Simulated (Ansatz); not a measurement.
Geometry optimisation, RKS PBE/6-31G* (Ansatz 0.2.0).

input.yaml

```yaml
crystal:
  periodic: [false, false, false]
  atoms:
    - { symbol: F, position_ang: [-0.59576, -1.89271, 0.02408] }
    - { symbol: C, position_ang: [0.26797, -0.99983, 0.22588] }
    - { symbol: Si, position_ang: [-0.10072, 0.8563, -0.17017] }
    - { symbol: F, position_ang: [-1.54918, 0.86937, -0.79302] }
    - { symbol: H, position_ang: [1.18485, -1.40072, 0.67608] }
    - { symbol: H, position_ang: [0.46186, 0.06525, 0.09898] }
    - { symbol: H, position_ang: [0.91055, 1.19372, -1.15893] }
total_charge: 1
basis:
  gaussian: { orbitals: "6-31G*" }
hamiltonian:
  xc: pbe
relax:
  f_tol: 0.02
  max_steps: 50
```

Launched with:

```bash
$ ansatz run input.yaml --threads 1 --pin off --max-ram 2048MiB --backend cpu --events-out ev --progress --plain --runs-dir out
```

Q: Where does it end, and by what steps?

A: The forces met the threshold. Limits of this set-up: the dipole of an ion depends on the origin. After 16 steps the energy has fallen by 10.154 eV; H6 moved furthest, 1.75 Å. The start is strongly strained (largest force component 23 eV/Å), so its close contacts needn't be bonds. Parted: Si3–H6.

| step | energy less start (eV) | largest force component (eV/Å) | accepted |
| --- | --- | --- | --- |
| 0 | 0.0000 | 23.349 | yes |
| 1 | -4.0451 | 9.877 | yes |
| 2 | -5.8957 | 3.778 | yes |
| 3 | -6.9332 | 2.998 | yes |
| 4 | -7.5638 | 3.111 | yes |
| 5 | -8.2721 | 3.367 | yes |
| 6 | -9.0924 | 1.847 | yes |
| 7 | -9.3313 | 2.857 | yes |
| 8 | -9.6700 | 1.720 | yes |
| 9 | -9.9471 | 0.644 | yes |
| 10 | -10.0690 | 0.680 | yes |
| 11 | -10.1169 | 0.326 | yes |
| 12 | -10.1395 | 0.198 | yes |
| 13 | -10.1468 | 0.126 | yes |
| 14 | -10.1520 | 0.148 | yes |
| 15 | -10.1534 | 0.113 | yes |
| 16 | -10.1541 | 0.015 | yes |

```xyz
7
Properties=species:S:1:pos:R:3
F -0.699 -1.807 0.137
C 0.391 -0.992 0.062
Si -0.158 0.766 -0.403
F -1.700 1.027 -0.602
H 0.936 -0.938 1.032
H 1.118 -1.340 -0.706
H 0.691 1.975 -0.618
```

Whether the end is a true minimum wasn't checked by a vibrational analysis.

Run time: 23 s on 1 thread of Intel(R) Xeon(R) Platinum 8488C (Sapphire Rapids) (shared host), peak memory 0.15 GiB.
